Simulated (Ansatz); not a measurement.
Gas-phase electronic energies from Ansatz, PBE0-D4/def2-TZVP geometries. CCSD(T)/CBS is the MP2 limit (def2-TZVPP, def2-QZVPP) plus CCSD(T) − MP2 in def2-TZVPP, frozen cores. This one scheme is used for every species. DFT in def2-TZVPP. HSE06 is defined as in plane-wave codes. Each species was taken in one conformer, which may not be the lowest.

`OCCN[SiH3]` + H₂ → `CN[SiH3]` + CH₃OH  (hydrogenolysis of a C–C bond)

```tsv
level	ΔE (kJ/mol)
B97M-V	-39.0
r2SCAN	-35.4
HSE06	-42.2
CCSD(T)/def2-SVP	-31.1
```

(1) What does CCSD(T)/CBS give? (Best estimate.)

Largest T1 diagnostic among the species: 0.010.

## Answers

(1) Ansatz gave: -35.0 kJ/mol. The listed levels differ from it by -4.0, -0.4, -7.2, 3.9 kJ/mol.

Leaving LDA and LC-ωPBE aside and taking each functional with its dispersion term where it has one, the values, not all of them listed here, spread over 14.0 kJ/mol, from B2PLYP to revPBE-D4. LDA lies +16.7 kJ/mol from PBE without D4. The D4 term adds +10.3 kJ/mol with B3LYP and +5.8 kJ/mol with PBE0; it sums over pairs of atoms, weighted by their polarisabilities, and B3LYP, whose exchange is more repulsive, gets the larger term. At CCSD(T), def2-SVP lies +3.9 kJ/mol from the extrapolated value and def2-TZVPP −0.0 kJ/mol.

B3LYP here is the variant with VWN-RPA as its local correlation; programs differ in this.
